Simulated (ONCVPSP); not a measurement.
## Scattering properties, ONCV potential for holmium (Ho)

ONCVPSP 4.0.1 input, shortened (lines: element, Z, core and valence counts, functional; n l f; lmax; l rc ep ncon nbas qcut; lloc lpopt rc5 dvloc0; l nproj debl; icmod fcfact rcfact), PBE, scalar-relativistic:

```
  Ho 67.00    9    5        4      upf
    1    0    2.00
    2    0    2.00
    2    1    6.00
    3    0    2.00
    3    1    6.00
    3    2   10.00
    4    0    2.00
    4    1    6.00
    4    2   10.00
    4    3   11.00
    5    0    2.00
    5    1    6.00
    6    0    1.75
    6    1    0.25
    3
    0    2.50    0.00    4    7    4.30
    1    3.10    0.00    4    9    4.10
    2    2.45    0.27    5   10    3.30
    3    0.95    0.00    5   10   19.30
    4    5    0.60    3.00
    0    2    3.20
    1    2    0.90
    2    2    1.80
    3    2    1.40
    1    0.20    0.00
```

In the d channel the program set the typed energies aside and used 0.050, 1.850 Ha.

The phase is arctan(r·R′/R) of the radial function R(r), unwrapped; energies in Ha, scanned from -3 to 5 Ha. A pole is an energy at which the radial function vanishes at the test radius. The pseudo phase is shifted by a multiple of π to meet the all-electron one at the reference energy, and phase errors are pseudo minus all-electron; the curves can meet again beyond the range given. Levels narrower than the energy grid can be missing from the lists of poles.

Problem. For each channel, where are the poles, and over which energies does the pseudopotential scatter like the atom?

Solution.

| channel | radius (bohr) | reference energy (Ha) | poles, all-electron | poles, pseudo | unbroken range about the reference energy with phases within 0.05 rad | phase error 1 Ha above the reference energy (rad) |
| --- | --- | --- | --- | --- | --- | --- |
| s | 2.54 | -0.15 | -1.80, 2.07 | -1.80, 1.40, 2.40 | below 1.3 | -0.012 |
| p | 3.14 | -0.05 | -0.93, 1.41, 4.87 | -0.93, 1.41, 3.94 | below 2.5 | +0.001 |
| d | 2.49 | 0.05 | 0.67, 4.63 | 0.67, 4.70 | the whole range | +0.000 |
| f | 0.96 | -0.13 | 1.93 | 1.93 | the whole range | -0.000 |

Note: ghosts flagged at negative energy: s at -684.4 eV, p at -451.7 eV, d at -125.7 eV; GHOST(+) flagged for s at 39.8 eV. A true bound ghost makes a file unfit for plane-wave use.

Phases in the p channel:

| E (Ha) | all-electron | pseudo |
| --- | --- | --- |
| -2.98 | 1.412 | 1.412 |
| -2.76 | 1.404 | 1.404 |
| -2.54 | 1.395 | 1.395 |
| -2.32 | 1.383 | 1.383 |
| -2.10 | 1.369 | 1.369 |
| -1.88 | 1.351 | 1.351 |
| -1.66 | 1.326 | 1.326 |
| -1.44 | 1.287 | 1.287 |
| -1.22 | 1.201 | 1.201 |
| -1.00 | -0.747 | -0.747 |
| -0.78 | -1.788 | -1.788 |
| -0.56 | -1.914 | -1.914 |
| -0.34 | -2.065 | -2.065 |
| -0.12 | -2.370 | -2.370 |
| 0.10 | -3.151 | -3.150 |
| 0.32 | -4.019 | -4.019 |
| 0.54 | -4.369 | -4.368 |
| 0.76 | -4.522 | -4.522 |
| 0.98 | -4.609 | -4.608 |
| 1.20 | -4.668 | -4.668 |
| 1.42 | -4.715 | -4.715 |
| 1.64 | -4.758 | -4.758 |
| 1.86 | -4.804 | -4.804 |
| 2.08 | -4.861 | -4.862 |
| 2.30 | -4.948 | -4.958 |
| 2.52 | -5.127 | -5.184 |
| 2.74 | -5.718 | -6.172 |
| 2.96 | -7.037 | -7.356 |
| 3.18 | -7.484 | -7.621 |
| 3.40 | -7.631 | -7.725 |
| 3.62 | -7.704 | -7.786 |
| 3.84 | -7.749 | -7.834 |
| 4.06 | -7.780 | -7.882 |
| 4.28 | -7.804 | -7.946 |
| 4.50 | -7.824 | -8.079 |
| 4.72 | -7.842 | -8.808 |
| 4.94 | -7.859 | -10.561 |
